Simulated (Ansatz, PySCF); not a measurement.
Gas-phase reaction in SMILES: NB(N)O [diaminoborinic acid] → NB(N)[O-] + H+
Structures are relaxed separately at B3LYP-D3(BJ)/def2-TZVP in Ansatz (a program for electronic structure), one conformer each, not searched for the lowest.

Property: gas-phase deprotonation energy (enthalpy at 298 K, with B3LYP-D3(BJ) rigid-rotor harmonic-oscillator terms from PySCF), in kJ/mol. Correlated levels leave the core frozen unless marked. No spin-orbit coupling. Non-relativistic. Anions need diffuse functions: aug- sets have them; def2-D sets add few; the other sets have none. CBS marks a two-point X^-3 extrapolation of the correlation energy; Hartree-Fock from the larger set.

```
level                                         program  gas-phase deprotonation energy (kJ/mol)  minus last row
-------------------------------------  --------------  ---------------------------------------  --------------
BLYP-D3(BJ)/def2-TZVPD                 Ansatz + dftd3                                   1531.5           -19.6
r2SCAN-D4/def2-TZVPD                   Ansatz + dftd4                                   1551.5             0.4
CAM-B3LYP-D4/def2-TZVPD                Ansatz + dftd4                                   1548.3            -2.8
B2GP-PLYP/def2-TZVPD                           Ansatz                                   1546.0            -5.1
MP2/6-31G*                                     Ansatz                                   1582.9            31.8
MP2/CBS(aug-cc-pVTZ,aug-cc-pVQZ)               Ansatz                                   1539.1           -12.0
RI-MP2/aug-cc-pVTZ                             Ansatz                                   1537.7           -13.4
CCSD(T)/cc-pVTZ                                Ansatz                                   1579.4            28.3
CCSD(T) with core electrons/cc-pwCVTZ          Ansatz                                   1579.0            27.9
CCSD(T)/CBS(aug-cc-pVTZ,aug-cc-pVQZ)           Ansatz                                   1551.1             0.0
```
